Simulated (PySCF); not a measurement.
EPR parameters of C7H9O2

Compound: C7H9O2 (doublet state).
SMILES with atom numbers: `[CH3:1][O:2][C:3]1=[CH:4][C@@H:5]2[CH2:6][C@@H:7]2[CH:8][O:9]1` (hydrogens: H10, H11, H12 on C1; H13 on C4; H14 on C5; H15, H16 on C6; H17 on C7; H18 on C8)

Geometry (GFN2-xTB, Å), atoms numbered from 1 in this order:
```
atom  x, y, z in Å
C1     2.9702   -0.4305   -0.7331
O2     2.2053    0.3123    0.1946
C3     0.8552    0.2735    0.0552
C4     0.0683    1.0524    0.8184
C5    -1.4002    0.9373    0.7459
C6    -2.0269   -0.3798    1.1081
C7    -1.9186    0.0277   -0.3541
C8    -0.9206   -0.5653   -1.2164
O9     0.4133   -0.5612   -0.9044
H10    4.0083   -0.2548   -0.4589
H11    2.7932   -0.0899   -1.7572
H12    2.7452   -1.4988   -0.6695
H13    0.5193    1.7273    1.5221
H14   -1.9515    1.8384    0.9797
H15   -3.0097   -0.3791    1.5538
H16   -1.3752   -1.1655    1.4583
H17   -2.8467    0.2783   -0.8513
H18   -1.1378   -1.1159   -2.1096
```

The hyperfine couplings belong to this conformer and change with its torsions.

Theory: UKS B3LYP, pcH-1 on C H O, non-relativistic, mean-field spin-orbit, GIAO (PySCF 2.14.0). Geometry: GFN2-xTB, one conformer, isolated molecule. A GFN2-xTB geometry isn't a minimum of the functional, and hyperfine couplings can be far from their values at a DFT geometry. Stability of the SCF solution: not tested.

* g1, g2, g3: 2.00207, 2.00292, 2.00367
* g_iso: 2.00288
* Form of g: rhombic: the two nearest values differ by 47 % of g3 − g1
* ⟨S²⟩: 0.7551 (exact 0.7500)
* α and β electrons: 34, 33
* HOMO–LUMO gap, α and β orbitals: 5.37, 4.37 eV
* Basis functions: 315

Isotropic coupling and dipolar principal values T1 to T3, in MHz:

| atom | isotope | a_iso | T1 | T2 | T3 | Mulliken spin population |
| --- | --- | --- | --- | --- | --- | --- |
| C1 | 13C | -0.1 | -0.4 | -0.2 | 0.7 | 0.00 |
| O2 | 17O | 0.8 | -1.0 | -0.5 | 1.5 | 0.00 |
| C3 | 13C | -6.7 | -6.4 | 1.6 | 4.8 | -0.03 |
| C4 | 13C | 5.0 | -6.8 | -5.0 | 11.8 | 0.09 |
| C5 | 13C | 15.4 | -5.8 | -5.3 | 11.1 | 0.04 |
| C6 | 13C | 100.5 | -8.7 | -8.2 | 16.9 | 0.08 |
| C7 | 13C | -31.2 | -2.1 | -0.4 | 2.5 | -0.08 |
| C8 | 13C | 85.8 | -76.7 | -74.5 | 151.2 | 0.87 |
| O9 | 17O | -14.2 | -43.0 | 20.2 | 22.7 | 0.06 |
| H10 | 1H | 0.0 | -0.6 | -0.6 | 1.3 | 0.00 |
| H11 | 1H | -0.6 | -1.5 | -1.4 | 3.0 | 0.00 |
| H12 | 1H | -0.6 | -1.5 | -1.4 | 3.0 | 0.00 |
| H13 | 1H | -0.7 | -4.1 | -1.0 | 5.1 | 0.00 |
| H14 | 1H | -1.7 | -3.5 | -1.8 | 5.3 | 0.00 |
| H15 | 1H | 12.7 | -4.6 | -2.0 | 6.6 | 0.01 |
| H16 | 1H | -5.9 | -5.7 | -1.5 | 7.2 | 0.00 |
| H17 | 1H | 12.9 | -4.9 | -2.4 | 7.3 | 0.01 |
| H18 | 1H | -61.8 | -35.9 | -0.1 | 36.0 | -0.04 |

The Mulliken spin populations are largest on C8 (+0.87), C4 (+0.09), C6 (+0.08) and C7 (-0.08). C8 is the only atom above +0.15. The angles at C8 add up to 359.8°, so it is planar; its axial dipolar tensor and the negative coupling of its proton fit spin in a p orbital normal to that plane.

Axes: g3 points within 2° of the C8–H18 bond.

Under fast tumbling the dipolar parts average out, and these isotropic splittings remain: 1 × 1H (H18, I = 1/2, 2 lines) with 2.20 mT, 1 × 1H (H17, I = 1/2, 2 lines) with 0.46 mT, 1 × 1H (H15, I = 1/2, 2 lines) with 0.45 mT, 1 × 1H (H16, I = 1/2, 2 lines) with 0.21 mT and 1 × 1H (H14, I = 1/2, 2 lines) with 0.06 mT.

The 13C coupling of C6 (100.5 MHz) shows only in satellite lines or after enrichment, since that isotope makes up about 1.07 % of natural carbon.

The 17O coupling of O9 (-14.2 MHz) shows only in satellite lines or after enrichment, since that isotope makes up about 0.038 % of natural oxygen.

β density exceeds α density at some nuclei, such as C7 (-0.0277), H18 (-0.0138) and C3 (-0.0060), spin density in bohr⁻³. In a single determinant that takes different orbitals for the two spins, that is spin polarisation.
